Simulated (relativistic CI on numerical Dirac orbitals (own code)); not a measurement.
Transition arrays of Nb XV

Calculated at this level of theory: Dirac-Coulomb-Breit CI, separate exchange-only KLI orbitals for each configuration, QED by a radiative potential, valence Slater integrals scaled by 0.9, whole transition arrays (own radial code, finite nucleus).

Configurations in the expansion (outside the closed core [Ne] 3s2): 3p6.3d9, 3p6.3d8.4f, 3p5.3d10, 3p6.3d8.4p, 3p6.3d8.5f. Levels of other configurations are missing.

All E1 lines from the levels of 3p6.3d9; mean and standard deviation are weighted by gf, and upper levels are sorted by their leading configuration.

| Upper configuration | Lines | Σgf | Mean (eV) | Mean (nm) | σ (eV) | Strongest line (nm) |
| --- | --- | --- | --- | --- | --- | --- |
| 3p6.3d8.4f | 81 | 38.0 | 340.55 | 3.641 | 3.27 | 3.626 |
| 3p5.3d10 | 3 | 2.3 | 163.13 | 7.601 | 6.42 | 7.809 |
| 3p6.3d8.4p | 60 | 4.8 | 240.63 | 5.153 | 2.98 | 5.137 |
| 3p6.3d8.5f | 81 | 22.6 | 410.49 | 3.020 | 3.58 | 3.005 |

Σgf per state of the lower configuration in bins of 0.1 nm over the central range (centre: value): 2.95: 0.10, 3.05: 2.15, 3.55: 0.19, 3.65: 3.29, 3.75: 0.32, 5.05: 0.07, 5.15: 0.32, 5.25: 0.09, 7.25: 0.08.

How do configuration mixing and the scaling of the Slater integrals move the arrays?

Slater scale 0.9, no configuration mixing: 3p6.3d8.4f 341.1 ± 3.3 eV (Σgf 42.6), 3p5.3d10 164.1 ± 6.5 eV (Σgf 2.7), 3p6.3d8.4p 240.7 ± 3.0 eV (Σgf 4.6), 3p6.3d8.5f 409.9 ± 3.6 eV (Σgf 16.6); Slater scale 1: 3p6.3d8.4f 341.4 ± 3.6 eV (Σgf 38.1), 3p5.3d10 162.9 ± 6.4 eV (Σgf 2.3), 3p6.3d8.4p 240.8 ± 3.3 eV (Σgf 4.9), 3p6.3d8.5f 410.9 ± 3.9 eV (Σgf 22.7); Slater scale 0.8: 3p6.3d8.4f 339.8 ± 3.0 eV (Σgf 37.9), 3p5.3d10 163.3 ± 6.4 eV (Σgf 2.3), 3p6.3d8.4p 240.5 ± 2.7 eV (Σgf 4.8), 3p6.3d8.5f 410.0 ± 3.2 eV (Σgf 22.5). With mixing, levels are counted to their leading configuration, so an array can shrink or vanish into another, and the sums then hold other lines.
